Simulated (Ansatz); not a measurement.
Molecule: SnO (charge +1, doublet). 
Geometry from a B3LYP-D3(BJ)/def2-TZVP (Ansatz, a program for electronic structure) optimisation:
```xyz
2

Sn     0.0000     0.0000    -0.2742
O      0.0000     0.0000     1.7136
```
Charge +1, spin multiplicity 2.

Basis-set convergence of Hartree-Fock and MP2 correlation energies (hartree) with Ansatz. Valence correlation only, unless marked. UHF or UKS for open shells. No spin-orbit coupling. Frozen are the shells of the preceding noble gas and the d and f shells that filled before the atom's block. In def2 rows, elements after Kr have scalar-relativistic effective core potentials.

| basis | functions | E(HF) | E(corr, MP2) |
|---|---|---|---|
| def2-SVPD | 55 | -287.85179 | -0.19689 |
| def2-TZVPPD | 96 | -287.95190 | -0.24356 |
| def2-QZVPPD | 154 | -287.95657 | -0.26321 |

Extrapolating the two largest sets (X = 3 and 4) as X^-3: E(corr) = (64·(-0.26321) - 27·(-0.24356))/37 = -0.2775 Eh, an estimate of the basis-set limit. The largest set recovers 94.8 % of it, the smallest 70.9 %.
